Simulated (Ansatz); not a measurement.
C3H11AsSi (`CC[As](C)[SiH3]`), relaxed with RKS PBE-D4/def2-SVP in the Gaussian-basis code of Ansatz from a rough embedded geometry. The force threshold is 0.03 eV/Å; the program also tests the step.

Charge 0, multiplicity 1.

Start:

```xyz
16

C    -1.173    0.682   -1.814
C    -0.884    0.765   -0.367
As    1.076    0.642    0.007
C     0.703    0.651    1.984
Si    1.083   -1.682   -0.060
H    -2.220    0.770   -2.088
H    -0.816   -0.321   -2.246
H    -0.625    1.470   -2.402
H    -1.443   -0.086    0.165
H    -1.252    1.723    0.014
H     1.730    0.347    2.495
H     0.497    1.677    2.298
H     0.001   -0.021    2.235
H    -0.023   -2.260    0.694
H     2.346   -2.178    0.554
H     1.001   -2.180   -1.469
```

How much energy does the relaxation release, and in how many steps? (An estimate is asked.)

Ansatz gave: 53.62 kJ/mol, in 5 steps.

Which bonds change most? (An estimate is asked.)

The calculation gave: C4–H13 from 1.004 to 1.108 Å; C4–H11 from 1.187 to 1.108 Å; As3–Si5 from 2.324 to 2.385 Å; Si5–H14 from 1.458 to 1.510 Å.

Give the relaxed structure. (An estimate is asked.)

Ansatz gave: 
```xyz
16

C    -1.190    0.657   -1.896
C    -0.935    0.787   -0.396
As    1.016    0.646    0.076
C     0.782    0.666    2.060
Si    1.129   -1.731   -0.081
H    -2.262    0.817   -2.138
H    -0.915   -0.348   -2.277
H    -0.604    1.400   -2.476
H    -1.508    0.034    0.185
H    -1.243    1.787   -0.026
H     1.733    0.372    2.545
H     0.540    1.702    2.370
H    -0.027   -0.012    2.396
H    -0.017   -2.382    0.657
H     2.421   -2.219    0.521
H     1.082   -2.177   -1.519
```
